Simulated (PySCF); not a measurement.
PySCF 2.14 output of an unrestricted LDA calculation on a single atom or ion in def2-TZVPPD with the def2 core potential (28 electrons) (6s4p3d1f, 40 functions), with a scalar-relativistic core potential:

```
SCF conv_tol = 1e-09
number electrons alpha = 5  beta = 4
    P. A. M. Dirac.,  Math. Proc. Cambridge Philos. Soc. 26, 376 (1930)
    F. Bloch.,  Z. Phys. 57, 545 (1929)
    S. H. Vosko, L. Wilk, and M. Nusair.,  Can. J. Phys. 58, 1200 (1980)
cycle= 1 E= -23.9025143208542  delta_E= -0.00309  |g|= 0.00537  |ddm|= 0.323
cycle= 2 E= -23.9025753910545  delta_E= -6.11e-05  |g|= 0.00228  |ddm|= 0.0322
cycle= 3 E= -23.9025822191956  delta_E= -6.83e-06  |g|= 0.0006  |ddm|= 0.0116
cycle= 4 E= -23.902582464536  delta_E= -2.45e-07  |g|= 5.1e-05  |ddm|= 0.00134
cycle= 5 E= -23.9025824696611  delta_E= -5.13e-09  |g|= 8.49e-06  |ddm|= 0.000231
cycle= 6 E= -23.90258246978  delta_E= -1.19e-10  |g|= 7.4e-08  |ddm|= 2.42e-05
converged SCF energy = -23.90258246978  <S^2> = 0.75002377  2S+1 = 2.0000238
```

The run itself started from symmetry-adapted Hartree-Fock orbitals and held the occupation by maximum overlap, on a logarithmic radial grid, so the iterations belong to that start.

Problem. Which element, charge and spin multiplicity is this?

Solution. Rb (rubidium, neutral), multiplicity 2; the state was [Kr] 4d1, 2D determinant (an excited configuration).

Energies and moments cover only the electrons outside the core potential.
